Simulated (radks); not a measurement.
Initial-state core-level shifts of the gold ion Au+ when its valence configuration changes from [Xe] 4f14 5d10. Calculated with a radial shooting solver on a logarithmic mesh with Libxc functionals: Dirac Kohn-Sham, PBE, spin-unpolarised, spherical densities, point nucleus; open shells fill j = l - 1/2 first. Shifts are changes of the shell-averaged eigenvalues in eV (positive: less bound).

valence                3p       3d       4s       4p
4f12 5d10 6p2     -41.320  -41.032  -36.602  -35.469
4f13 5d10 6p1     -20.070  -19.924  -17.886  -17.340
4f12 5d10 6s2     -38.634  -38.350  -33.903  -32.773
4f14 5d9 6p1       -4.634   -4.644   -4.620   -4.620
4f14 5d8 6p2       -9.433   -9.458   -9.391   -9.390
4f14 5d9 6s1       -3.275   -3.288   -3.255   -3.255
4f14 5d8 6s2       -6.813   -6.842   -6.760   -6.761
4f12 5d8 6s2 6p2  -49.618  -49.380  -44.748  -43.608
4f12 5d9 6s1 6p2  -45.378  -45.112  -40.592  -39.457
